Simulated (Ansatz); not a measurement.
```yaml
crystal:
  periodic: [false, false, false]
  atoms:
    - {symbol: F, position_ang: [-1.452141, -1.663185, 0.063506]}
    - {symbol: C, position_ang: [-0.949180, -0.460170, 0.242163]}
    - {symbol: Cl, position_ang: [1.734099, -1.810998, -1.289983]}
    - {symbol: B, position_ang: [-1.054205, 0.809841, 0.689480]}
    - {symbol: Al, position_ang: [0.907501, -0.106975, -0.404882]}
    - {symbol: H, position_ang: [-0.849277, 1.932230, 0.963825]}
    - {symbol: H, position_ang: [1.724504, 1.231157, -0.309810]}
basis:
  gaussian: {orbitals: pcseg-2, nuclear_model: gaussian}
hamiltonian: {xc: {name: PBE0}, dispersion: d2}
output: {forces: true}
```

```sh
$ ansatz run in.yaml --threads 2 --pin off --events-out ev --progress --plain --max-ram 4352MiB
```

Task: How does Ansatz answer? (An estimate is asked.)

Result: Computed: The input was rejected before any iteration.
```
Error: YAML parse error: error: line 13 column 45: hamiltonian.dispersion: `d2` is not `none`, `rvv10`, `d3bj`, `d3bjatm`, `d4` or a map `{method: …, s8: …, a1: …, a2_bohr: …}` (numbers without units, a2 in bohr) or `{method: …, functional: …}`
11 | basis:
12 |   gaussian: {orbitals: pcseg-2, nuclear_model: gaussian}
13 | hamiltonian: {xc: {name: PBE0}, dispersion: d2}
14 | output: {forces: true}
```
